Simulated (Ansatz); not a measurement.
```yaml
crystal:
  periodic: [false, false, false]
  atoms:
    - {symbol: C, position_ang: [-1.303902, 0.293871, -0.920626]}
    - {symbol: Si, position_ang: [-0.237961, -0.250475, 0.506479]}
    - {symbol: C, position_ang: [1.486735, -0.756855, 0.323184]}
    - {symbol: C, position_ang: [1.385166, 0.458931, 0.862428]}
    - {symbol: H, position_ang: [-0.689683, 0.688990, -1.731742]}
    - {symbol: H, position_ang: [-2.003994, 1.071501, -0.604039]}
    - {symbol: H, position_ang: [-1.891327, -0.544016, -1.305188]}
    - {symbol: H, position_ang: [-1.063440, -0.808094, 1.608726]}
    - {symbol: H, position_ang: [2.309761, -1.408080, 0.052841]}
    - {symbol: H, position_ang: [2.091746, 1.203225, 1.210736]}
basis:
  gaussian: {orbitals: cc-pVTZ, fitting: {mean_field: def2-universal-jkfit}}
hamiltonian: {xc: {name: SPW92}}
accuracy: high
```

```sh
$ ansatz run in.yaml --threads 2 --pin off --events-out ev --progress --plain --max-ram 4352MiB
```

It prints (some lines left out):

```
Functional definition: SPW92
461 factors; integrals over basis functions are off by at most 1.1e0 eV
mean field evaluation 1: about -11006.8645 eV, gradient 8.6e1 eV
mean field evaluation 2: about -10973.7375 eV, gradient 1.3e2 eV
mean field evaluation 4: about -11023.4968 eV, gradient 1.6e1 eV
mean field evaluation 8: about -11024.1361 eV, gradient 1.4e-1 eV
mean field evaluation 16: about -11024.1362 eV, gradient 1.1e-5 eV
mean field -11024.13615983 eV, -405.1295314459 hartree, gradient 6.3e-8 eV, S^2 0.000000; 0 other end points of the search recorded, 0 dependent functions left out
reference -11024.13616359 eV, -405.1295315841 hartree; 19, 19 occupied and 189, 189 virtual orbitals, 461 factors
Total energy: -11024.13616359 eV, -405.1295315841 hartree
```

It took 2.4 s on 2 threads of an Arm Neoverse V1 on a shared host, with 0.42 GiB of host memory at the peak.
